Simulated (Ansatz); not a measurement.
Tetramethylammonium hexafluoroantimonate (C4H12F6NSb). Charge 0, multiplicity 1. Geometry PBE-D4/def2-SVP, basis def2-TZVP, Ansatz.

```xyz
24

C    -1.545    0.469   -0.036
N    -0.709   -0.320   -1.012
C    -0.195   -1.565   -0.336
C     0.460    0.522   -1.457
C    -1.541   -0.697   -2.198
H    -0.898    0.776    0.806
H    -1.947    1.355   -0.560
H    -2.369   -0.176    0.320
H    -1.063   -2.177   -0.028
H     0.432   -2.120   -1.057
H     0.397   -1.262    0.546
H     0.069    1.443   -1.924
H     1.069    0.766   -0.569
H     1.051   -0.061   -2.187
H    -1.897    0.222   -2.697
H    -2.404   -1.298   -1.858
H    -0.925   -1.290   -2.899
F     1.055    1.794    4.002
Sb    1.758    0.790    2.509
F     3.341    1.887    2.382
F     0.815    1.984    1.243
F     2.621   -0.507    3.649
F     2.311   -0.223    0.903
F     0.117   -0.312    2.459
```

```csv
run,HOMO (eV),LUMO (eV)
A,-10.12,-1.87
B,-8.49,-2.62
C,-7.94,-2.82
D,-8.24,-3.28
E,-7.83,-2.65
```

In the def2 sets Sb takes a core potential; there is no spin–orbit coupling.

**Question.** The runs used LDA (SPW92), PBE, PBE0, r2SCAN, revPBE. Estimate which is which.

**Answer.** A PBE0 (25 % exact exchange); B r2SCAN (0 % exact exchange); C PBE (0 % exact exchange); D LDA (SPW92) (0 % exact exchange); E revPBE (0 % exact exchange). Exact exchange lowers occupied and raises empty levels; among semilocal functionals meta-GGAs tend to open the gap a little, and such runs are hard to tell apart. The gap grows from 4.96 eV (LDA (SPW92)) to 8.24 eV (PBE0).
